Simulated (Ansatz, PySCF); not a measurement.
1,1-difluorobut-1-ene (C4H6F2), SMILES CCC=C(F)F. Atoms are numbered in the order given.

```xyz
12

C     -2.5410    -0.2786    -0.1737
C     -1.1677    -0.7976    -0.5880
C     -0.1243     0.2738    -0.6204
C      0.9579     0.2893     0.1466
F      1.2757    -0.6374     1.0243
F      1.8731     1.2308     0.1364
H     -2.5142     0.1430     0.8427
H     -2.8902     0.5154    -0.8526
H     -3.2905    -1.0844    -0.1888
H     -0.8471    -1.6008     0.0932
H     -1.2400    -1.2568    -1.5897
H     -0.2428     1.1249    -1.2954
```
Charge 0, spin multiplicity 1.

Geometry: PBE0-D3(BJ)/def2-SVP. The values are those of a single conformer.

Two levels are set side by side: PBE-D3(BJ)/def2-SVP (Ansatz, an electronic-structure program) and PBE0-D3(BJ)/def2-SVP (Ansatz). Each level has its own optimised geometry; the coordinates shown are those of the second. Frequencies come from the Hessian of PySCF at each geometry. Differences are taken from unrounded values.

```json
[
 {"quantity": "mean bond length (Å)", "PBE0-D3(BJ)": "1.234"},
 {"quantity": "bond C1–C2 (Å)", "PBE0-D3(BJ)": "1.525"},
 {"quantity": "bond C2–C3 (Å)", "PBE0-D3(BJ)": "1.496"},
 {"quantity": "bond C3–C4 (Å)", "PBE0-D3(BJ)": "1.326"},
 {"quantity": "bond C4–F5 (Å)", "PBE0-D3(BJ)": "1.315"},
 {"quantity": "bond C4–F6 (Å)", "PBE0-D3(BJ)": "1.313"},
 {"quantity": "bond C1–H7 (Å)", "PBE0-D3(BJ)": "1.101"},
 {"quantity": "bond C1–H8 (Å)", "PBE0-D3(BJ)": "1.101"},
 {"quantity": "bond C1–H9 (Å)", "PBE0-D3(BJ)": "1.101"},
 {"quantity": "bond C2–H10 (Å)", "PBE0-D3(BJ)": "1.101"},
 {"quantity": "bond C2–H11 (Å)", "PBE0-D3(BJ)": "1.104"},
 {"quantity": "bond C3–H12 (Å)", "PBE0-D3(BJ)": "1.093"},
 {"quantity": "highest harmonic wavenumber (cm⁻¹)", "PBE0-D3(BJ)": "3223"},
 {"quantity": "mean harmonic wavenumber (cm⁻¹)", "PBE0-D3(BJ)": "1379"},
 {"quantity": "zero-point energy (kcal/mol)", "PBE0-D3(BJ)": "59.13"}
]
```

**Question.** What does PBE-D3(BJ) give, and how far is it from PBE0-D3(BJ)? (An estimate is asked for; the answer gives what the named calculation found.)

**Answer.** 
```tsv
quantity	PBE-D3(BJ)	PBE-D3(BJ) minus PBE0-D3(BJ)
mean bond length (Å)	1.244	0.010
bond C1–C2 (Å)	1.535	0.010
bond C2–C3 (Å)	1.503	0.007
bond C3–C4 (Å)	1.339	0.013
bond C4–F5 (Å)	1.331	0.016
bond C4–F6 (Å)	1.329	0.015
bond C1–H7 (Å)	1.109	0.008
bond C1–H8 (Å)	1.110	0.008
bond C1–H9 (Å)	1.109	0.008
bond C2–H10 (Å)	1.109	0.008
bond C2–H11 (Å)	1.113	0.009
bond C3–H12 (Å)	1.101	0.008
highest harmonic wavenumber (cm⁻¹)	3130	-92
mean harmonic wavenumber (cm⁻¹)	1331	-48
zero-point energy (kcal/mol)	57.08	-2.05
```

Exact exchange shortens and stiffens bonds; PBE has none. Differences between two approximate levels are no errors against the true value.
